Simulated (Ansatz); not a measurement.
```yaml
crystal:
  periodic: [true, true, true]
  atoms:
    - {symbol: B, position_ang: [-1.704045, 0.371996, 0.391574]}
    - {symbol: C, position_ang: [-0.227717, 0.674265, 0.419863]}
    - {symbol: Al, position_ang: [0.617330, -1.113706, 0.858628]}
    - {symbol: Si, position_ang: [0.749540, 0.546872, -1.142146]}
    - {symbol: H, position_ang: [-2.164997, -0.323831, -0.472999]}
    - {symbol: H, position_ang: [-2.437433, 0.775640, 1.250438]}
    - {symbol: H, position_ang: [0.142258, 1.410253, 1.134514]}
    - {symbol: H, position_ang: [-0.142270, -2.454727, 0.514418]}
    - {symbol: H, position_ang: [1.932411, -1.018834, 1.731877]}
    - {symbol: H, position_ang: [1.459205, -0.828861, -0.984960]}
    - {symbol: H, position_ang: [-0.017591, 0.399426, -2.397917]}
    - {symbol: H, position_ang: [1.870307, 1.506207, -1.269291]}
basis:
  gaussian: {orbitals: cc-pVDZ}
hamiltonian: {xc: {name: BLYP}}
output: {forces: true}
```

```sh
$ ansatz run in.yaml --threads 2 --pin off --events-out ev --progress --plain --max-ram 4352MiB
```

Shortened log:

```
Error: YAML parse error: error: line 2 column 3: crystal: missing field `lattice` (a structure is typed as `lattice` and `atoms`, a molecule's as `atoms` in Å alone, or read from a run's directory, `checkpoint`)
 --> <input>:2:3
1 | crystal:
2 |   periodic: [true, true, true]
3 |   atoms:
4 |     - {symbol: B, position_ang: [-1.704045, 0.371996, 0.391574]}
```

Question: Something in this input is off. What?

Answer: The molecule is marked periodic without a cell. The program refused the input.
